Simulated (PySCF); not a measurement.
FHSSn, SMILES [SH][Sn][F] (connectivity only; charge and spin as stated), neutral, multiplicity 1.

The structure is a stationary point at PBE-D3(BJ)/def2-TZVP. The def2 effective core potentials stand for the cores of Sn; spin–orbit coupling is left out. Other conformers were not sampled.

Level of theory: M06-2X/def2-TZVPD run with PySCF.

Symmetry labels are those of the subgroup Cs that the program uses (full group Cs).

Computed valence orbital energies around the gap with their symmetry:
```tsv
orbital	symmetry	energy (eV)
HOMO−7	A'	-21.83
HOMO−6	A'	-15.08
HOMO−5	A'	-13.01
HOMO−4	A"	-12.76
HOMO−3	A'	-12.27
HOMO−2	A'	-11.60
HOMO−1	A"	-8.88
HOMO	A'	-8.57
LUMO	A"	-1.96
LUMO+1	A'	-0.38
LUMO+2	A'	0.09
LUMO+3	A'	0.21
```
